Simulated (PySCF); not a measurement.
One formula, C2H8O3Si3, several structures.

PySCF, wB97X-D/def2-SVPD, density fitting, gas phase; each molecule at its own GFN2-xTB geometry, one conformer. Singlet excitations by full TDDFT with frozen cores and triplets by Tamm–Dancoff TDDFT. 

Torsions of the conformers computed, which needn't be the lowest (atom-mapped SMILES):
- `[OH:1][Si:2]([OH:3])([C:4]#[C:5][SiH3:6])[O:7][SiH3:8]`: O1–Si2–O7–Si8 53°, H–O1–Si2–O3 32°, H–O3–Si2–O1 167°
- `[CH:1]#[C:2][SiH2:3][O:4][Si@H:5]([OH:6])[O:7][SiH3:8]`: C2–Si3–O4–Si5 18°, Si3–O4–Si5–O6 153°, O4–Si5–O7–Si8 -35°, H–O6–Si5–O4 -68°
- `[SiH3:1][O:2][C:3]1=[CH:4][O:5][SiH2:6][SiH2:7][O:8]1`: Si1–O2–C3–C4 -179°
- `[CH:1]#[C:2][Si@@H:3]([O:4][SiH3:5])[O:6][SiH2:7][OH:8]`: C2–Si3–O4–Si5 102°, C2–Si3–O6–Si7 -89°, Si3–O6–Si7–O8 -14°, H–O8–Si7–O6 179°
- `[CH:1]#[C:2][Si@@:3]([OH:4])([O:5][SiH3:6])[SiH2:7][OH:8]`: C2–Si3–O5–Si6 89°, C2–Si3–Si7–O8 65°, H–O4–Si3–C2 65°, H–O8–Si7–Si3 50°

The conformers of `O=C(O)[Si@@H]1C[SiH2][SiH2]O1` aren't listed.

Reference: `O[Si](O)(C#C[SiH3])O[SiH3]`, with HOMO energy -10.10 eV, LUMO energy 1.23 eV, lowest singlet excitation 5.74 eV, lowest triplet excitation 4.81 eV and mean polarisability 107.9 au.

Changes against it:

| molecule | Δ electronic energy (kcal/mol) | Δ HOMO energy (eV) | Δ LUMO energy (eV) | Δ lowest singlet excitation (eV) | Δ lowest triplet excitation (eV) | Δ mean polarisability (au) |
| --- | --- | --- | --- | --- | --- | --- |
| C#C[Si@@H](O[SiH3])O[SiH2]O | -5.6 | -0.13 | +0.34 | +0.45 | +0.36 | -6.8 |
| C#C[Si@@](O)(O[SiH3])[SiH2]O | +22.4 | +0.35 | -0.39 | +0.26 | +0.28 | -0.9 |
| O=C(O)[Si@@H]1C[SiH2][SiH2]O1 | +12.6 | +0.50 | -0.29 | -0.80 | -0.49 | -0.8 |

Rows whose labels were lost:

```json
{"row": "P", "Δ electronic energy (kcal/mol)": "-9.0", "Δ HOMO energy (eV)": "-0.24", "Δ LUMO energy (eV)": "-0.17", "Δ lowest singlet excitation (eV)": "+0.26", "Δ lowest triplet excitation (eV)": "+0.31", "Δ mean polarisability (au)": "-7.5"}
{"row": "Q", "Δ electronic energy (kcal/mol)": "+53.4", "Δ HOMO energy (eV)": "+2.48", "Δ LUMO energy (eV)": "-0.60", "Δ lowest singlet excitation (eV)": "-1.61", "Δ lowest triplet excitation (eV)": "-0.76", "Δ mean polarisability (au)": "0.0"}
```

Which row belongs to which of `C#C[SiH2]O[Si@H](O)O[SiH3]` and `[SiH3]OC1=CO[SiH2][SiH2]O1`?

P = `C#C[SiH2]O[Si@H](O)O[SiH3]` and Q = `[SiH3]OC1=CO[SiH2][SiH2]O1`. P and Q are told apart most clearly by the electronic energy (-9.0 against +53.4 kcal/mol).

Which row has the smallest HOMO–LUMO gap and which the largest, and does the HOMO or the LUMO shift more there?

Smallest, counted from the reference: Q, -3.08 eV (HOMO +2.48, LUMO -0.60), the larger shift being that of the HOMO. Largest: `C#C[Si@@H](O[SiH3])O[SiH2]O`, +0.47 eV (HOMO -0.13, LUMO +0.34), the larger shift being that of the LUMO.

Note: wB97X-D ran without an empirical dispersion term, which enters the total energy and its gradient alone.
